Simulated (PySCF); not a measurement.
A geometry optimisation, step by step.

Compound: C6H4O2S.
Numbering: `[CH:1]#[C:2][C:3]1=[CH:4][CH:5]=[CH:6][S:7]1(=[O:8])=[O:9]` (hydrogens: H10 on C1; H11 on C4; H12 on C5; H13 on C6)

Computed by this run: PBE/def2-SV(P) geometry optimisation, gas phase (PySCF 2.14.0); density fitting, grid level 1; the optimiser is geomeTRIC in internal coordinates, started from a GFN2-xTB structure. The frame can shift and turn from step to step; on so coarse a grid that alone can change the energy by a few meV, and forces under 0.02 eV/Å are noise.

Step 0: E = -21183.0380 eV, largest atomic force 2.874 eV/Å
```
atom  x, y, z in Å  |  force x, y, z in eV/Å
C1      2.814    0.294   -1.445    0.946  -0.015  -0.523
C2      1.764    0.320   -0.855   -1.397  -0.056   0.753
C3      0.545    0.267   -0.202    0.137  -0.528  -0.270
C4     -0.129    1.178    0.508   -0.471   0.603   0.491
C5     -1.404    0.737    1.047    0.201   0.852   0.207
C6     -1.752   -0.515    0.776    0.613  -0.543  -0.539
S7     -0.451   -1.266   -0.222   -0.639   1.323   0.849
O8      0.210   -2.316    0.499    1.390  -1.879   1.627
O9     -0.924   -1.552   -1.546   -0.985  -0.281  -2.686
H10     3.732    0.295   -1.953    1.227  -0.005  -0.678
H11     0.221    2.183    0.688    0.351   0.740   0.083
H12    -1.999    1.425    1.627   -0.534   0.459   0.468
H13    -2.633   -1.051    1.061   -0.840  -0.670   0.217
```

Step 1: E = -21183.3219 eV, largest atomic force 0.312 eV/Å
```
atom  x, y, z in Å  |  force x, y, z in eV/Å
C1      2.842    0.328   -1.416    0.231  -0.020  -0.129
C2      1.770    0.351   -0.819   -0.126   0.011   0.067
C3      0.539    0.318   -0.157    0.065   0.005  -0.040
C4     -0.135    1.256    0.568    0.058   0.115   0.012
C5     -1.423    0.811    1.108   -0.046   0.080   0.057
C6     -1.761   -0.464    0.814   -0.160  -0.165   0.016
S7     -0.477   -1.236   -0.187    0.042  -0.282  -0.127
O8      0.211   -2.306    0.575   -0.132   0.193  -0.095
O9     -0.968   -1.501   -1.561    0.057   0.092   0.243
H10     3.791    0.320   -1.941   -0.063   0.001   0.039
H11     0.250    2.273    0.739    0.004  -0.018  -0.004
H12    -2.053    1.487    1.709   -0.001  -0.026  -0.005
H13    -2.659   -1.038    1.093    0.071   0.015  -0.034
```

Step 2: E = -21183.3244 eV, largest atomic force 0.208 eV/Å
```
atom  x, y, z in Å  |  force x, y, z in eV/Å
C1      2.847    0.321   -1.418    0.001  -0.016  -0.002
C2      1.775    0.353   -0.819   -0.020   0.028   0.018
C3      0.543    0.328   -0.155    0.011   0.007  -0.003
C4     -0.136    1.262    0.571    0.006  -0.031  -0.011
C5     -1.426    0.806    1.108   -0.050   0.051   0.048
C6     -1.766   -0.470    0.812    0.070   0.038  -0.028
S7     -0.475   -1.229   -0.188   -0.021  -0.197  -0.062
O8      0.210   -2.297    0.574   -0.045   0.082  -0.057
O9     -0.967   -1.487   -1.561    0.040   0.040   0.091
H10     3.795    0.305   -1.942    0.001   0.001   0.003
H11     0.246    2.279    0.747   -0.006  -0.003   0.007
H12    -2.059    1.476    1.711   -0.002   0.004   0.006
H13    -2.660   -1.049    1.086    0.014  -0.003  -0.009
```

Step 3: E = -21183.3244 eV, largest atomic force 0.176 eV/Å
```
atom  x, y, z in Å  |  force x, y, z in eV/Å
C1      2.850    0.318   -1.415   -0.107  -0.011   0.059
C2      1.776    0.355   -0.817    0.050   0.038  -0.013
C3      0.543    0.329   -0.154   -0.036   0.001   0.025
C4     -0.139    1.260    0.575    0.020   0.017   0.002
C5     -1.432    0.809    1.114    0.089  -0.118  -0.094
C6     -1.762   -0.468    0.808   -0.021   0.063   0.034
S7     -0.474   -1.229   -0.194    0.000   0.049   0.023
O8      0.208   -2.298    0.566   -0.004  -0.018  -0.015
O9     -0.966   -1.477   -1.566   -0.003  -0.010  -0.019
H10     3.797    0.298   -1.937    0.032   0.001  -0.015
H11     0.244    2.277    0.753    0.007   0.011   0.005
H12    -2.067    1.476    1.719    0.010   0.000  -0.002
H13    -2.652   -1.053    1.076   -0.037  -0.024   0.011
```

Step 4: E = -21183.3250 eV, largest atomic force 0.047 eV/Å
```
atom  x, y, z in Å  |  force x, y, z in eV/Å
C1      2.849    0.321   -1.412   -0.032  -0.012   0.017
C2      1.775    0.357   -0.816    0.022   0.017  -0.005
C3      0.542    0.328   -0.154    0.004   0.009   0.005
C4     -0.137    1.261    0.575   -0.008  -0.021   0.002
C5     -1.428    0.807    1.112    0.022  -0.033  -0.024
C6     -1.763   -0.469    0.808   -0.002   0.029   0.010
S7     -0.476   -1.230   -0.195   -0.007   0.028   0.015
O8      0.206   -2.300    0.564   -0.002  -0.010  -0.016
O9     -0.967   -1.478   -1.567    0.002  -0.002  -0.013
H10     3.797    0.301   -1.935    0.013   0.003  -0.004
H11     0.246    2.278    0.753    0.002   0.000   0.005
H12    -2.063    1.474    1.716    0.002   0.001   0.004
H13    -2.655   -1.052    1.078   -0.016  -0.007   0.005
```

Step 5: E = -21183.3252 eV, largest atomic force 0.020 eV/Å
```
atom  x, y, z in Å  |  force x, y, z in eV/Å
C1      2.850    0.320   -1.408    0.012  -0.011  -0.006
C2      1.776    0.359   -0.813   -0.005   0.011   0.008
C3      0.543    0.330   -0.153   -0.005  -0.011   0.000
C4     -0.137    1.260    0.578    0.002   0.005   0.005
C5     -1.428    0.804    1.112   -0.006   0.009   0.008
C6     -1.765   -0.470    0.806    0.004  -0.004  -0.009
S7     -0.477   -1.227   -0.199    0.005   0.001   0.000
O8      0.204   -2.301    0.554   -0.002  -0.011  -0.004
O9     -0.967   -1.469   -1.573   -0.008   0.006  -0.018
H10     3.800    0.299   -1.929   -0.002   0.003   0.004
H11     0.245    2.276    0.759    0.001  -0.001   0.007
H12    -2.062    1.471    1.718    0.002   0.000   0.005
H13    -2.657   -1.053    1.075    0.002   0.003  -0.002
```

Problem. Summarise the path.

Solution. The energy falls by 6.62 kcal/mol from step 0 to step 5; nine tenths of that is first reached at step 1. It never rises by more than 0.2 meV. The largest force goes from 2.874 to 0.020 eV/Å. Among the bonds S7=O9 changes most (a near tie, within 0.001 Å, with another), from 1.435 to 1.478 Å; the atoms move by 0.049 Å rms after alignment.

Problem. Follow the three bonds and two angles with the largest change from start to end.

Solution. 
```tsv
step	E above end (kcal/mol)	largest force (eV/Å)	S7=O9 (Å)	S7=O8 (Å)	C3–S7 (Å)	S7–C6–H13 (°)	O8–S7–O9 (°)
0	6.62	2.874	1.435	1.435	1.827	122.2	118.0
1	0.08	0.312	1.483	1.483	1.857	119.9	120.0
2	0.02	0.208	1.481	1.480	1.860	119.9	120.3
3	0.02	0.176	1.478	1.478	1.861	119.4	120.6
4	0.00	0.047	1.478	1.478	1.862	119.5	120.6
5	0.00	0.020	1.478	1.478	1.862	119.6	120.5
```

The cost below is that of the whole optimisation. Hardware: one thread, Arm Neoverse N1 (aarch64) (shared host). Cost: 1.7 min, 0.56 GiB resident at most.
